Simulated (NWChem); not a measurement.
System: SiHOBr, singlet; SMILES O[Si]Br

Parts of the log:

```
             Northwest Computational Chemistry Package (NWChem) 7.3.0
             --------------------------------------------------------

 CS  symmetry detected

                             Geometry "geometry" -> ""
                             -------------------------

 Output coordinates in angstroms (scale by  1.889725989 to convert to a.u.)

  No.       Tag          Charge          X              Y              Z
 ---- ---------------- ---------- -------------- -------------- --------------
    1 Si                  14.0000     0.67959657     1.15977335     0.00000000
    2 Br                  35.0000    -0.06684308    -0.99442433     0.00000000
    3 O                    8.0000    -0.80822959     1.95503384     0.00000000
    4 H                    1.0000    -0.70900729     2.92775391     0.00000000

 Effective nuclear repulsion energy (a.u.)     209.8712695848

      Symmetry information
      --------------------

 Group name             Cs
 Group number              2
 Group order               2
 No. of unique centers     4

                                 NWChem DFT Module
                                 -----------------

 Summary of "ao basis" -> "ao basis" (spherical)
 ------------------------------------------------------------------------------
       Tag                 Description            Shells   Functions and Types
 ---------------- ------------------------------  ------  ---------------------
 Si                        def2-tzvp                13       37   5s5p2d1f
 Br                        def2-tzvp                16       48   6s5p4d1f
 O                         def2-tzvp                11       31   5s3p2d1f
 H                         def2-tzvp                 4        6   3s1p

      Symmetry analysis of basis
      --------------------------

        a'         83
        a"         39

            General Information
            -------------------
          SCF calculation type: DFT
          Wavefunction type:  closed shell.
          No. of atoms     :     4
          No. of electrons :    58
           Alpha electrons :    29
            Beta electrons :    29
          Charge           :     0
          Spin multiplicity:     1
          Use of symmetry is: on ; symmetry adaption is: on
          Maximum number of iterations: 150
          AO basis - number of functions:   122
                     number of shells:    44
          Convergence on energy requested:  1.00D-06
          Convergence on density requested:  1.00D-05
          Convergence on gradient requested:  5.00D-04

              XC Information
              --------------
                         B3LYP Method XC Potential
                     Hartree-Fock (Exact) Exchange  0.200
                        Slater Exchange Functional  0.800 local
                    Becke 1988 Exchange Functional  0.720 non-local
              Lee-Yang-Parr Correlation Functional  0.810
                  VWN I RPA Correlation Functional  0.190 local

             Grid Information
             ----------------
          Grid used for XC integration:  medium
          Radial quadrature: Mura-Knowles
          Angular quadrature: Lebedev.
          Tag              B.-S. Rad. Rad. Pts. Rad. Cut. Ang. Pts.
          ---              ---------- --------- --------- ---------
          Si                  1.10       88           9.0       590
          Br                  1.15      112          11.0       590
          O                   0.60       49          10.0       434
          H                   0.35       45          11.0       434
          Grid pruning is: on
          Number of quadrature shells:   294
          Spatial weights used:  Erf1

      Superposition of Atomic Density Guess
      -------------------------------------

 Sum of atomic energies:       -2936.51852702

      Non-variational initial energy
      ------------------------------

 Total energy =   -2936.960352
 1-e energy   =   -4504.719281
 2-e energy   =    1357.887659
 HOMO         =      -0.270440
 LUMO         =      -0.037508

      Symmetry analysis of molecular orbitals - initial
      -------------------------------------------------

  Numbering of irreducible representations:

     1 a'          2 a"

  Orbital symmetries:

     1 a'          2 a'          3 a'          4 a'          5 a'
     6 a"          7 a'          8 a'          9 a'         10 a'
    11 a"         12 a'         13 a'         14 a'         15 a"
    16 a'         17 a'         18 a"         19 a'         20 a"
    21 a'         22 a'         23 a'         24 a'         25 a'
    26 a"         27 a"         28 a'         29 a'         30 a"
    31 a'         32 a'         33 a'         34 a'         35 a"
    36 a'         37 a'         38 a'         39 a"

     ---------------------------------------------
      Total Density - Mulliken Population Analysis
     ---------------------------------------------

    Atom       Charge   Shell Charges
 -----------   ------   -------------------------------------------------------
    1 Si  14    13.15   2.00  0.59  1.38  1.08  0.87  4.09  1.75  0.35  0.60  0.23  0.08  0.10  0.04
    2 Br  35    35.46   2.00  2.00  1.16  0.78  1.01  0.98  6.00  5.94  1.31  2.95  1.31  8.98  1.02 -0.01  0.03  0.00
    3 O    8     8.84   0.79  1.18  0.60  0.96  0.23  2.01  2.20  0.85  0.00  0.01  0.00
    4 H    1     0.55   0.19  0.26  0.07  0.04

   convergence    iter        energy       DeltaE   RMS-Dens  Diis-err
 ---------------- ----- ----------------- --------- --------- ---------
 d= 0,ls=0.0,diis     1  -2939.5432485073 -3.15D+03  9.11D-03  1.22D+00
 d= 0,ls=0.0,diis     2  -2939.3858418255  1.57D-01  6.11D-03  2.36D+00
 d= 0,ls=0.0,diis     3  -2939.6105857544 -2.25D-01  1.52D-03  2.07D-01
 d= 0,ls=0.0,diis     4  -2939.6265480385 -1.60D-02  9.57D-04  2.07D-02
 d= 0,ls=0.0,diis     5  -2939.6287760283 -2.23D-03  2.15D-04  1.56D-03
  Resetting Diis
 d= 0,ls=0.0,diis     6  -2939.6289713172 -1.95D-04  2.01D-05  1.08D-05
 d= 0,ls=0.0,diis     7  -2939.6289724526 -1.14D-06  9.63D-06  8.45D-07
 d= 0,ls=0.0,diis     8  -2939.6289723874  6.53D-08  5.61D-06  1.39D-06

         Total DFT energy =    -2939.628972387386
      One electron energy =    -4506.699780877281
           Coulomb energy =     1478.444853424730
    Exchange-Corr. energy =     -121.245314519593
 Nuclear repulsion energy =      209.871269584759

 Numeric. integr. density =       57.999999733380

                  Occupations of the irreducible representations
                  ----------------------------------------------

                     irrep           alpha         beta
                     --------     --------     --------
                     a'               22.0         22.0
                     a"                7.0          7.0

                       DFT Final Molecular Orbital Analysis
                       ------------------------------------

 Vector   27  Occ=2.000000D+00  E=-3.071328D-01  Symmetry=a"
              MO Center= -5.7D-02, -7.2D-01,  4.7D-15, r^2= 2.1D+00
   Bfn.  Coefficient  Atom+Function         Bfn.  Coefficient  Atom+Function
  ----- ------------  ---------------      ----- ------------  ---------------
    55      0.482351  2 Br pz                49     -0.340321  2 Br pz
    52      0.311406  2 Br pz                58      0.299040  2 Br pz
    93     -0.121701  3 O  pz                46      0.103763  2 Br pz
    96     -0.099679  3 O  pz                99     -0.085851  3 O  pz
    17      0.080611  1 Si pz                27     -0.043476  1 Si d -1

 Vector   28  Occ=2.000000D+00  E=-3.031572D-01  Symmetry=a'
              MO Center=  3.3D-02, -7.6D-01,  7.0D-16, r^2= 2.0D+00
   Bfn.  Coefficient  Atom+Function         Bfn.  Coefficient  Atom+Function
  ----- ------------  ---------------      ----- ------------  ---------------
    53      0.411418  2 Br px                47     -0.288781  2 Br px
    50      0.264606  2 Br px                54     -0.264840  2 Br py
    56      0.248403  2 Br px                48      0.186523  2 Br py
    51     -0.170758  2 Br py                57     -0.163780  2 Br py
     5      0.117409  1 Si s                 15      0.097623  1 Si px

 Vector   29  Occ=2.000000D+00  E=-2.634440D-01  Symmetry=a'
              MO Center=  5.9D-01,  7.5D-01,  5.3D-15, r^2= 3.6D+00
   Bfn.  Coefficient  Atom+Function         Bfn.  Coefficient  Atom+Function
  ----- ------------  ---------------      ----- ------------  ---------------
     5      0.520427  1 Si s                  4      0.373389  1 Si s
    53     -0.238909  2 Br px                 3     -0.219262  1 Si s
    15      0.209372  1 Si px                54     -0.191783  2 Br py
    91     -0.189190  3 O  px                56     -0.179876  2 Br px
    47      0.171146  2 Br px                50     -0.160150  2 Br px

 Vector   30  Occ=0.000000D+00  E=-8.919395D-02  Symmetry=a"
              MO Center=  6.6D-01,  1.0D+00,  5.9D-15, r^2= 3.2D+00
   Bfn.  Coefficient  Atom+Function         Bfn.  Coefficient  Atom+Function
  ----- ------------  ---------------      ----- ------------  ---------------
    20      0.540585  1 Si pz                17      0.485087  1 Si pz
    58     -0.206162  2 Br pz                99     -0.190744  3 O  pz
    93     -0.169508  3 O  pz                14      0.165125  1 Si pz
     8     -0.160316  1 Si pz                55     -0.143550  2 Br pz
    96     -0.131544  3 O  pz                52     -0.110923  2 Br pz

[...]
```

Level: B3LYP/def2-TZVP. Low-valent species are run as closed-shell singlets; no triplet was tried in these runs. Coordinates come from a PBE-D3(BJ)/def2-SVP optimisation.

**Question.** Write an input that gives this output.

**Answer.** One answer among several that fit: the input that was run:
```
start job
memory heap 200 mb stack 900 mb global 1100 mb
geometry units angstroms noautoz
  Si     0.609684     1.166997     0.000000
  Br     0.021397    -1.035651     0.000000
  O     -0.931886     1.852291     0.000000
  H     -0.903451     2.829645     0.000000
end
basis spherical
  * library def2-tzvp
end
dft
  xc b3lyp
  iterations 150
  mulliken
end
task dft energy
```
